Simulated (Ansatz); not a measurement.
`FB1CC1` at its PBE0-D4/def2-TZVP geometry, where that method's forces vanish. Total charge 0; spin multiplicity 1.

```xyz
8

F     0.5213    1.8420   -1.2616
B     0.2235    0.7894   -0.5408
C     0.5003   -0.0508    0.6833
C    -0.6381   -0.4362   -0.3498
H     1.3571   -0.7176    0.7262
H     0.1690    0.2648    1.6688
H    -0.4725   -1.3369   -0.9345
H    -1.6607   -0.3548    0.0083
```

(1) What forces (eV/Å) does r2SCAN-D4/def2-TZVPP give on these atoms in Ansatz? (An estimate is asked.)

Answers

(1) The calculation gave: 
```
F1   0.043  0.152 -0.104
B2  -0.052 -0.183  0.125
C3   0.159  0.081  0.116
C4  -0.142 -0.021 -0.157
H5  -0.017  0.003  0.013
H6   0.009 -0.018 -0.007
H7  -0.013  0.004  0.017
H8   0.013 -0.017 -0.003
```
